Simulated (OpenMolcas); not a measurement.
# Rh2+: moving or changing the point charges

Rh2+ among 6 point charges of -1.5 e arranged as an octahedron (Oh), 1.85 Å from the ion.

| Item | Value |
| --- | --- |
| Program | OpenMolcas 26.06 |
| Method | CASSCF |
| Basis | ANO-RCC-VDZP [6s5p3d1f] |
| Scalar Hamiltonian | DKH2, point nucleus |
| Active space | 7 electrons in 5 orbitals (4d) |
| State averaging | 2S+1 = 4 even, 10 roots; 2S+1 = 2 even, 40 roots |
| Spin-orbit coupling | RASSI with atomic mean-field integrals over the reference wave functions |

Runs around this geometry, states (labels of O, the rotations of Oh). Energies in cm-1 above the lowest state or level, χT in cm3 K/mol; under a threefold ground state the first gap can be a small split of the lowest multiplet, not the spin-orbit step; 10Dq and B are least-squares fits to the states below 45000 cm-1, weighted by degeneracy, with a free offset, and given where the rms deviation is under 5 % of |10Dq| (or 100 cm-1) and under 700 cm-1.

| R (Å) | q (e) | Ground state | First state of that spin | 10Dq | B (rms of fit) | First gap with spin-orbit (degeneracies) | χT at 300 K | First state of another spin |
| --- | --- | --- | --- | --- | --- | --- | --- | --- |
| 1.85 | -1.2 | 4T1 | 4T2 8884 | 9563 | 879 (256) | 722.6 (2, 4) | 3.327 | 2E 8063 |
| 1.7 | -1.5 | 4T1 | 4T2 16238 | 16918 | 861 (531) | 380.1 (2, 4) | 2.986 | 2E 1590 |
| 1.85 | -1.5 | 4T1 | 4T2 11276 | 11970 | 875 (345) | 695.0 (2, 4) | 3.241 | 2E 6020 |
| 1.94 | -1.5 | 4T1 | 4T2 9153 | 9809 | 879 (282) | 721.5 (2, 4) | 3.314 | 2E 7935 |

Taking |10Dq| as R^-n, n = -ln(9809 / 16918) / ln(1.94 / 1.7) = 4.1 between the shortest and longest distance. The point-charge formula for a cubic d site gives n = 5.

Scaling the charges by -1.2 / -1.5 = 0.80 scales |10Dq| by 9563 / 11970 = 0.80; with fixed orbitals a first-order splitting would follow the charge.

An orbital triplet at a regular site is open to Jahn-Teller coupling, which can distort the site and quench the lowest spin-orbit gaps and is left out. Without dynamic correlation the repulsion within the d shell is too large (B by tens of per cent), so at a given field states of lower spin stand too high. This shell can be high or low spin here, a state of another spin lies low, and with metal d orbitals alone active their balance is uncertain, so the ground spin may be wrong. Point charges give a weaker field than real ligands, and real ions of this kind are as a rule low spin; the high spin found here belongs to the model. Point charges carry no covalency, so the field is a model and not that of real ligands. No measured value stands beside these numbers.
